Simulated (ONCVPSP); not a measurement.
# PBEsol ONCV dataset for vanadium (V), scalar-relativistic all-electron reference.

```
Element                 : vanadium (V)
Generator               : ONCVPSP 4.0.1
Type                    : optimised norm-conserving Vanderbilt (ONCV)
Functional              : PBEsol
Relativity              : scalar-relativistic
Frozen core             : [Ne]
Valence charge          : 13
Reference configuration : 3s2 3p6 3d3.5 4s1.5
Partial waves           : 3s+4s: rc 1.35 bohr, ncon 4, nbas 7, qcut 10.5 1/bohr, 2 projectors; 3p: rc 1.15 bohr, ncon 4, nbas 7, qcut 13.6 1/bohr, 2 projectors, debl 1.9 Ha; 3d: rc 1.95 bohr, ncon 5, nbas 10, qcut 6.5 1/bohr, 2 projectors, debl 3.6 Ha
Local potential         : polynomial inside 1.10 bohr (lpopt 5, dvloc0 0 Ha)
Core correction         : Teter function, fcfact 5.75, rcfact 1.05
```

All-electron outer shells of the reference configuration (PBEsol, scalar-relativistic, ld1.x):

```csv
shell,level (eV),outermost node (bohr),outermost maximum (bohr)
2p,-500.47,–,0.21
3s,-67.98,0.38,0.82
3p,-41.98,0.35,0.85
4s,-4.25,1.18,2.83
3d,-3.62,–,0.91
```

Calculated quality:

```json
{
 "Cutoffs needed": "43 Ha and 89 Ha (the cutoffs (Ha) at which the residual kinetic energy of the hardest occupied pseudo-wave falls to 1 and 0.1 mHa per electron)",
 "Ghost test": "no bound ghost flagged; no localised positive-energy state flagged",
 "Largest excitation error": "+14 meV (all-electron minus pseudo) for 3s2 3p6 3d3 4s2, out of 4 test configurations",
 "rms error of d²Exc/dni dnj": "1.64 mHa without and 1.00 mHa with the model core"
}
```

Generation and tests took about 4.3 s on one core of a shared server CPU.
